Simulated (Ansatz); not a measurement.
Harmonic frequencies (cm⁻¹) at PBE0-D4/def2-TZVP from Ansatz: 32, 127, 127, 153, 204, 251, 337, 518, 568, 620, 921, 963, 1056, 1122, 1179, 1200, 1231, 1246, 1406, 1429, 1471, 1484, 1484, 1491, 1498, 3000, 3005, 3038, 3044, 3071, 3089, 3112, 3131.

Each molecule was computed in one conformer, which needn't be the lowest.

Task: Which molecule is it?
A. `C[CH2][Ge][OH]`
B. `C[O][Ge][NH2]`
C. `C[CH2][Ge][O]C`
D. `C[CH](C)[Ge][F]`

Result: C.
